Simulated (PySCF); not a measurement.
Cl$_{4}$V (SMILES [Cl][V]([Cl])([Cl])[Cl]), doublet, geometry from GFN2-xTB (such geometries of metal compounds can be far from the true shape), with bond 4-1 at 2.4 times its length; PySCF with SA2-CASSCF(5,4)/STO-3G.

Input for PySCF:
```python
from pyscf import gto, scf, mcscf
import numpy

mol = gto.Mole()
mol.atom = '''
    V     0.00000000   -0.00000000    0.00000000
    Cl    1.55096514   -0.55164710   -1.20032677
    Cl    0.41931295    0.46401878    1.93893140
    Cl   -1.78013638    4.10576635   -1.97007756
    Cl   -1.22855460   -1.62310766    0.08226102
'''
mol.basis = 'sto-3g'
mol.spin = 1
mol.verbose = 4
mol.build()

mf = scf.ROHF(mol)
mf.kernel()
mc = mcscf.CASSCF(mf, 4, 5)
mc.fix_spin_(ss=0.75)
mc = mc.state_average_([0.5, 0.5])
mc.kernel()
```

Question: Write the output that PySCF gives for this input, abridged.

Answer: 
```
PySCF version 2.14.0

[INPUT] verbose = 4
[INPUT] num. atoms = 5
[INPUT] num. electrons = 91
[INPUT] charge = 0
[INPUT] spin (= nelec alpha-beta = 2S) = 1
[INPUT] symmetry False subgroup None
[INPUT] Mole.unit = angstrom
[INPUT] Symbol           X                Y                Z      unit          X                Y                Z       unit  Magmom
[...]
nuclear repulsion = 563.11613974572
number of shells = 28
number of NR pGTOs = 162
number of NR cGTOs = 54
basis = sto-3g
ecp = {}

******** <class 'pyscf.scf.rohf.ROHF'> ********
method = ROHF
initial guess = minao
damping factor = 0
level_shift factor = 0
DIIS = <class 'pyscf.scf.diis.CDIIS'>
diis_start_cycle = 1
diis_space = 8
diis_damp = 0
SCF conv_tol = 1e-09
SCF conv_tol_grad = None
SCF max_cycles = 50
direct_scf = True
direct_scf_tol = 1e-13
num. doubly occ = 45  num. singly occ = 1
Set gradient conv threshold to 3.16228e-05
init E= -2749.33966395291
[...]
cycle= 1 E= -2750.95001541757  delta_E= -1.61  |g|= 0.96  |ddm|= 2.23
[...]
cycle= 2 E= -2736.60051947452  delta_E= 14.3  |g|= 3.82  |ddm|= 4.39

WARN: HOMO 0.208253532714538 >= LUMO -0.137338412714797

cycle= 3 E= -2751.00851730776  delta_E= -14.4  |g|= 0.62  |ddm|= 4.52
[...]
cycle= 4 E= -2751.40122540956  delta_E= -0.393  |g|= 0.171  |ddm|= 2.02

WARN: HOMO -0.0426972799738232 >= LUMO -0.0840159308836071

cycle= 5 E= -2750.67156755313  delta_E= 0.73  |g|= 1.02  |ddm|= 2.23
[...]
cycle= 6 E= -2751.5265211426  delta_E= -0.855  |g|= 0.412  |ddm|= 1.57
[...]
cycle= 7 E= -2751.53367051358  delta_E= -0.00715  |g|= 0.387  |ddm|= 0.0393
[...]
cycle= 8 E= -2751.54358971898  delta_E= -0.00992  |g|= 0.349  |ddm|= 0.0517
[...]
cycle= 9 E= -2751.57882813421  delta_E= -0.0352  |g|= 0.155  |ddm|= 0.246
[...]
cycle= 10 E= -2751.58666583901  delta_E= -0.00784  |g|= 0.047  |ddm|= 0.124
[...]
cycle= 11 E= -2751.58744997951  delta_E= -0.000784  |g|= 0.00925  |ddm|= 0.042
[...]
cycle= 12 E= -2751.58749849845  delta_E= -4.85e-05  |g|= 0.00496  |ddm|= 0.017
[...]
cycle= 13 E= -2751.58752789746  delta_E= -2.94e-05  |g|= 0.00283  |ddm|= 0.0129
[...]
cycle= 14 E= -2751.58754739511  delta_E= -1.95e-05  |g|= 0.00217  |ddm|= 0.0103
[...]
cycle= 15 E= -2751.5875686786  delta_E= -2.13e-05  |g|= 0.00171  |ddm|= 0.0138
[...]
cycle= 16 E= -2751.58759346111  delta_E= -2.48e-05  |g|= 0.00103  |ddm|= 0.025
[...]
cycle= 17 E= -2751.58759833068  delta_E= -4.87e-06  |g|= 0.000799  |ddm|= 0.00891
[...]
[...]
converged SCF energy = -2751.58760993403
CASCI E = -2751.57169010809  S^2 = 0.7500000
[...]
               |grad[o]|=0.00137  |ddm|=0.004  |maxRot[o]|=0.0699
macro iter  25 (  7 JK    2 micro), CASSCF E = -2751.61771749430  dE = -1.03980495e-04  S^2 = 0.7500000
               |grad[o]|=0.00139  |ddm|=0.0039  |maxRot[o]|=0.0699
macro iter  26 (  7 JK    2 micro), CASSCF E = -2751.61781092018  dE = -9.34258787e-05  S^2 = 0.7500000
               |grad[o]|=0.00137  |ddm|=0.00367  |maxRot[o]|=0.0699
macro iter  27 (  7 JK    2 micro), CASSCF E = -2751.61789055916  dE = -7.96389781e-05  S^2 = 0.7500000
               |grad[o]|=0.0013  |ddm|=0.00347  |maxRot[o]|=0.0699
macro iter  28 ( 12 JK    3 micro), CASSCF E = -2751.61799967818  dE = -1.09119021e-04  S^2 = 0.7500000
               |grad[o]|=0.00119  |ddm|=0.0073  |maxRot[o]|=0.149
macro iter  29 ( 21 JK    4 micro), CASSCF E = -2751.61799511150  dE =  4.56667931e-06  S^2 = 0.7500000
               |grad[o]|=0.00116  |ddm|=0.00292  |maxRot[o]|=0.0332
macro iter  30 ( 21 JK    4 micro), CASSCF E = -2751.61800987174  dE = -1.47602395e-05  S^2 = 0.7500000
               |grad[o]|=0.000637  |ddm|=0.00348  |maxRot[o]|=0.0639
macro iter  31 ( 12 JK    3 micro), CASSCF E = -2751.61801842391  dE = -8.55216967e-06  S^2 = 0.7500000
               |grad[o]|=0.000617  |ddm|=0.00178  |maxRot[o]|=0.0501
macro iter  32 ( 10 JK    3 micro), CASSCF E = -2751.61800644622  dE =  1.19776837e-05  S^2 = 0.7500000
               |grad[o]|=0.000323  |ddm|=0.000926  |maxRot[o]|=0.0649
macro iter  33 ( 21 JK    4 micro), CASSCF E = -2751.61802005993  dE = -1.36137064e-05  S^2 = 0.7500000
               |grad[o]|=0.000408  |ddm|=0.000592  |maxRot[o]|=0.0629
macro iter  34 (  5 JK    1 micro), CASSCF E = -2751.61802577596  dE = -5.71603323e-06  S^2 = 0.7500000
               |grad[o]|=0.000377  |ddm|=0.000247  |maxRot[o]|=0.0283
macro iter  35 (  3 JK    1 micro), CASSCF E = -2751.61802579132  dE = -1.53540896e-08  S^2 = 0.7500000
               |grad[o]|=4.72e-05  |ddm|=0.000128  |maxRot[o]|=0.00177
1-step CASSCF converged in  35 macro (374 JK  90 micro) steps
CASSCF canonicalization
Density matrix diagonal elements [1.9992568  1.33107096 1.         0.66967224]
CASSCF energy = -2751.61802579132
CASCI E = -2751.61802579132  E(CI) = -10.4864858550636  S^2 = 0.7500000
CASCI state-averaged energy = -2751.61802579132
CASCI energy for each state
  State 0 weight 0.5  E = -2751.63679320214 S^2 = 0.7500000
  State 1 weight 0.5  E = -2751.59925838049 S^2 = 0.7500000
```
